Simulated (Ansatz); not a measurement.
Consider the redistribution: `CC(C)[O][InH2]` + `NC([SiH3])[AsH2]` → `N[CH]([AsH2])[InH2]` + `CC(C)O[SiH3]`.

Isolated molecules relaxed with PBE0-D4/def2-TZVP in Ansatz; ΔE leaves out vibrations. CCSD(T)/CBS is the MP2 limit (def2-TZVPP, def2-QZVPP) plus CCSD(T) − MP2 in def2-TZVPP, frozen cores. Functionals use def2-TZVPP. Elements past krypton have def2 core potentials. For As, In outer-core shells are correlated without core-valence functions, which leaves a few kJ/mol of doubt a bond. Scalar relativity is left out up to krypton. Each species was taken in one conformer, which may not be the lowest.

```tsv
level	ΔE (eV)
PBE0	-0.28
HF/def2-QZVPP	-0.34
```

(1) What does CCSD(T)/CBS give? (Estimate.)

Largest T1 diagnostic among the species: 0.016.

## Answers

(1) Computed: -0.29 eV. The listed levels differ from it by 0.01, -0.05 eV.

From PBE to PBE0 (25 % exact exchange), in def2-TZVPP and without D4, ΔE moves by −0.04 eV.
